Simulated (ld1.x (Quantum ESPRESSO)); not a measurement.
Before and after: ultrasoft potential for boron

B, ultrasoft, made with ld1.x (Quantum ESPRESSO) 7.5 (PBE, scalar-relativistic). Core [He], reference 2s1.5 2p0 (charge +1.5). Waves: 2s (bound): rcut 1.25, rcutus 1.35 bohr; 2s channel at 3.15 Ry: rcut 1.25, rcutus 1.35 bohr; 2p (bound, empty): rcut 1.75, rcutus 2.00 bohr; 2p channel at 1.15 Ry: rcut 1.75, rcutus 2.00 bohr; 3d channel at 0.1 Ry: rc 1.60 bohr. Local part: the d channel. Core correction: none. Augmentation charge: PSQ, inside the norm-conserving radii.

Change: reference 2s2 2p1; added wave 3d channel at 2.4 Ry: rc 1.60 bohr; local potential all-electron potential smoothed inside 1.15 bohr (lloc = -1).

Cutoffs: the cutoffs (Ry, on a coarse ladder) from which the occupation-weighted sum of valence levels, in a spherical-Bessel basis at the reference potential, stays within 10 and 1 mRy of its value at 400 Ry; they do not see the model core or the augmentation charge, which bear on the density cutoff. Errors are all-electron minus pseudo energies relative to the spin-unpolarised reference configuration.

What does the change do?

The potential gets harder (12 Ry and 21 Ry → 15 Ry and 21 Ry); the range in which the p phases agree widens (upper end 1.9 → at the end of the scan); neither file shows a bound ghost.

| quantity | base | changed |
| --- | --- | --- |
| cutoff, loose | 12 Ry | 15 Ry |
| cutoff, tight | 21 Ry | 21 Ry |
| bound ghosts | none | none |
| largest error over its own tests, meV | +184 | +65 |
| s: phases at 2.19 bohr within 0.05 rad from the reference energy up to (Ry; the scan ends near 5) | to the end of the scan | to the end of the scan |
| p: phases at 2.19 bohr within 0.05 rad from the reference energy up to (Ry; the scan ends near 5) | 1.9 | to the end of the scan |
| d: phases at 2.19 bohr within 0.05 rad from the reference energy up to (Ry; the scan ends near 5) | to the end of the scan | to the end of the scan |
| lowest overlap eigenvalue by channel | s 0.54, p 0.36 | s 0.53, p 1.00, d 1.00 |
